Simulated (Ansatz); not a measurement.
ClH2InO2, SMILES `[OH][In]([OH])[Cl]`, charge 0, multiplicity 1.

Problem. Give a relaxed structure at PBE0-D4/def2-TZVP (the Gaussian-basis code of Ansatz). (Best estimate.)

Solution. The calculation gave: 
Cartesian coordinates in Å:
```
O 1.196 -1.233 0.942
In -0.205 -0.015 0.307
O -0.070 0.769 -1.496
Cl -1.994 0.491 1.669
H 1.882 -1.359 0.279
H -0.809 1.347 -1.701
```
Point group Cs.
